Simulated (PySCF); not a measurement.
Mg(I)(SeH) (HIMgSe), SMILES [SeH][Mg][I]. The structure is a stationary point at PBE0-D3(BJ)/def2-SVP. The def2 effective core potentials stand for the cores of I; spin–orbit coupling is left out. One conformer was computed; it need not be the lowest.

Level of theory: PBE0-D3(BJ)/def2-SVP (PySCF).

Harmonic wavenumbers (cm⁻¹): 89, 96, 157, 465, 503, 2434. Rotational constants (GHz): 233.5, 0.4130, 0.4123; symmetry number 1.

### Question
Work out the zero-point energy and the ideal-gas rigid-rotor harmonic-oscillator thermochemistry at 298.15 K and 1 atm.

### Answer
ZPE = ½ Σ hcν = ½ × 3745 cm⁻¹ = 5.35 kcal/mol. H − E(el) = 9.36 kcal/mol. Entropy in cal/(mol K): translation 42.22, rotation 26.49, vibration 11.20, total 79.91. G − E(el) = -14.47 kcal/mol. Cp = 16.32 cal/(mol K). Modes under 150 cm⁻¹ make the vibrational entropy uncertain.
